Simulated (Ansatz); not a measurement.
`[BH2][AlH][O]C` at its PBE0-D4/def2-TZVP geometry, where that method's forces vanish. The species carries charge 0 and has multiplicity 1.

```xyz
10

B    -0.6735   -0.3664   -1.9723
Al    1.0227    0.1924   -0.8129
O     0.9062    0.3236    0.8713
C    -0.1221    0.1394    1.7957
H    -1.4389    0.4339   -2.4349
H    -0.9334   -1.5070   -2.2402
H     2.4593    0.5148   -1.4035
H     0.1537   -0.6341    2.5204
H    -0.3049    1.0665    2.3495
H    -1.0691   -0.1631    1.3268
```

Q: What forces (eV/Å) does ωB97M-V/def2-TZVPP give on these atoms in the Gaussian-basis code of Ansatz? (An estimate is asked.)

A: Computed: 
```
B1  -0.071 -0.023 -0.043
Al2  0.096  0.009 -0.170
O3   0.179  0.035 -0.131
C4  -0.254 -0.040  0.280
H5   0.108 -0.115  0.066
H6   0.037  0.163  0.038
H7  -0.158 -0.036  0.059
H8  -0.030  0.072 -0.070
H9   0.014 -0.089 -0.054
H10  0.079  0.024  0.025
```
